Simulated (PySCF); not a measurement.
CH2O, charge -1, doublet, at a GFN2-xTB geometry (a state made from the parent by changing its charge; the spin is typed, not shown lowest) (in this run its highest filled SCF level lies above zero, so its values depend strongly on the basis, on diffuse functions most of all). Base run: B3LYP/def2-SVP (PySCF).

PySCF was given this input:
```python
from pyscf import gto, scf, dft

mol = gto.Mole()
mol.atom = '''
    C    -0.555541    0.104225    0.168708
    O     0.701983   -0.136099   -0.111078
    H    -1.322659   -0.671871   -0.100752
    H    -0.959963    1.135313   -0.022871
'''
mol.basis = 'def2-svp'
mol.charge = -1
mol.spin = 1
mol.verbose = 4
mol.build()

mf = dft.UKS(mol)
mf.xc = 'b3lyp'
mf.kernel()
```

Each row names what was changed in the base input (with any setting that the change needs).

```tsv
change	ΔE vs base (mEh)	fitting functions
base	0.000	-
auxbasis = cc-pvqz-jkfit	-0.030	314
auxbasis = even-tempered beta=2.0	-0.027	290
only_dfj = on; auxbasis = def2-universal-jfit	-0.150	120
auxbasis = even-tempered beta=1.6	0.002	432
auxbasis = autoaux	0.006	272
auxbasis = def2-universal-jkfit	-0.015	188
auxbasis = cc-pvtz-jkfit	-0.050	218
auxbasis = def2-tzvp-ri	-0.114	182
auxbasis = even-tempered beta=3.0	-0.183	201
```

A fitting set is made for a task (jfit for Coulomb, jkfit for Coulomb and exchange, ri for correlation) and for a family of orbital bases.

Open shells are given as the SCF converged; they aren't shown to be the lowest states, and a large step between rows can be another state.
